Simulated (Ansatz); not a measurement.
The atomisation energy (no zero-point term) down a group: N to As

Gas-phase molecules, one atom swapped for its congeners: BH(CH3)2(NH3); BH(CH3)2(PH3); BH(AsH3)(CH3)2. All are singlets with charge 0.

Shapes, held fixed at every level: PBE0-D4/def2-TZVP. Programs: Ansatz 0.2.0. Values in eV.

```csv
level,BH(CH3)2(NH3),BH(AsH3)(CH3)2
HF/def2-SVP,40.08,36.98
SPW92/def2-TZVPP,59.39,54.93
PBE-D4/def2-TZVPP,53.40,49.19
B3LYP-D4/def2-TZVPP,52.92,48.93
wB97X-V/def2-TZVPP,52.75,48.89
CCSD(T)/def2-SVP,50.38,46.35
CCSD(T)/def2-TZVPP,51.54,47.67
```

Q: Estimate the column for BH(CH3)2(PH3) from its neighbours.

A: The mean of the neighbours at CCSD(T)/def2-TZVPP is 49.61 eV, against 48.66 from the run: the member lies nearer As. All rows: HF/def2-SVP 38.03; SPW92/def2-TZVPP 56.04; PBE-D4/def2-TZVPP 50.37; B3LYP-D4/def2-TZVPP 50.10; wB97X-V/def2-TZVPP 50.05; CCSD(T)/def2-SVP 47.40; CCSD(T)/def2-TZVPP 48.66 eV. At CCSD(T)/def2-TZVPP the atomisation energy falls at every step, from 51.54 to 47.67 eV. Every level shows the same order. Relativity is left out for As. Outer-core shells of As are correlated, in sets that cover them unevenly. Spin-orbit coupling, which grows down the group, is left out (summed over each molecule's free atoms 0.01, 0.01, 0.01 eV). Coupled cluster in double- or triple-zeta sets underbinds by a few per cent against its basis-set limit.
